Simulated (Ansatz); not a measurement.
A nudged elastic band was laid between two geometries of CH₄MgOSi (8 atoms, charge 0, multiplicity 1).

Computed with Ansatz 0.2.0, RKS B3LYP/def2-SVPD.

* movable images: 9
* climbing image: yes
* spring: 5.0 eV/Å²
* optimiser: quadratic models (default)
* start path: through a guess of the saddle point
* force threshold: 0.05 eV/Å
* iteration limit: 56
* end points: relaxed

Image 0:

```xyz
8
Properties=species:S:1:pos:R:3
C -0.648 1.576 -0.921
Si 0.478 0.317 -0.679
O 0.438 -0.864 0.436
Mg 0.152 -2.066 1.773
H -0.459 2.288 -1.727
H -1.555 1.739 -0.337
H 1.675 0.202 -1.545
H -0.080 -3.192 2.999
```

Image 10:

```xyz
8
Properties=species:S:1:pos:R:3
C -0.647 1.581 -0.927
Si 0.473 0.318 -0.675
O 0.428 -0.854 0.451
Mg 0.155 -2.068 1.779
H -1.552 1.754 -0.343
H -0.456 2.286 -1.739
H 1.669 0.189 -1.541
H -0.068 -3.206 2.994
```

Task: What changes between the two ends?

Result: No bond is made or broken. The dihedral H5–C1–Si2–O3 goes from -180 to 0°. The two ends are copies of one structure, up to a mirror image or an exchange of like atoms.

Task: What energy profile does the band end with?

Result: It converged. The highest image is number 6 of 0 to 10, 35.5 kJ/mol above the ends, which have the same energy within 2 meV. A vibrational analysis at the climbing image gives one clearly imaginary mode, 244i cm⁻¹: a first-order saddle point.

| image | path coordinate (Å) | energy (kJ/mol) | dihedral H5–C1–Si2–O3 (°) |
| --- | --- | --- | --- |
| 0 | 0.00 | 0.0 | -180 |
| 1 | 0.78 | 2.0 | -179 |
| 2 | 1.56 | 7.5 | -177 |
| 3 | 2.34 | 15.6 | -172 |
| 4 | 3.11 | 20.7 | -164 |
| 5 | 3.89 | 25.0 | -148 |
| 6 | 4.67 | 35.5 | -117 |
| 7 | 5.85 | 19.9 | -50 |
| 8 | 7.04 | 15.8 | -13 |
| 9 | 8.22 | 4.3 | -3 |
| 10 | 9.41 | 0.0 | 0 |

Task: What is the geometry of the highest image?

Result: 
```xyz
8
Properties=species:S:1:pos:R:3
C -0.697 0.734 -0.227
Si 0.948 0.260 -0.768
O 1.408 -1.016 0.059
Mg -0.355 -1.084 1.132
H -1.471 0.674 -1.009
H -0.757 1.735 0.231
H 1.927 0.774 -1.770
H -1.002 -2.078 2.354
```

Task: What are the harmonic wavenumbers there?

Result: 244i, 270, 307, 384, 391, 411, 436, 484, 732, 768, 780, 857, 1065, 1328, 1600, 2206, 3047, 3102 cm⁻¹.

The band took 32 iterations and roughly 29 core-minutes.

The run took 15 min on 2 threads of Arm Neoverse V2 (shared host), peak memory 0.3 GiB.
